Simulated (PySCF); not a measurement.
Isomers of CH7BrSi2. Computed with PySCF, PBE0-D3(BJ)/def2-SVP geometry optimisation, gas phase. One conformer each; no zero-point energy, no entropy. No frequencies were run at this level. Point groups hold within 0.08 Å.

Question: Order them by energy at this level, lowest first, and give relative energies in kcal/mol.
A. `[CH3:1][SiH2:2][SiH2:3][Br:4]` with C1–Si2–Si3–Br4 178°
B. `[SiH3:1][CH2:2][SiH2:3][Br:4]` with Si1–C2–Si3–Br4 177°

Answer: B (0.0), A (0.2).

As drawn, the higher has an Si–Si bond, which the lower lacks. Neighbours under 2.5 kcal/mol apart ([SiH3]C[SiH2]Br and C[SiH2][SiH2]Br) can change places with a better method, another conformer or zero-point energy.

| SMILES | E (Eh) | E rel (kcal/mol) | dipole (D) | point group | A, B, C (MHz) |
| --- | --- | --- | --- | --- | --- |
| [SiH3]C[SiH2]Br | -3194.39607 | 0.0 | 1.46 | near Cs | 12704, 778.4, 750.1 |
| C[SiH2][SiH2]Br | -3194.39575 | 0.2 | 2.49 | – | 8597, 894.8, 830.6 |

Question: As an exercise, what shares would exp(−E/RT) give at 2000 K from these electronic energies alone (no entropy, no degeneracies)?

Answer: RT = 3.974 kcal/mol: [SiH3]C[SiH2]Br 51.2 %, C[SiH2][SiH2]Br 48.8 %.
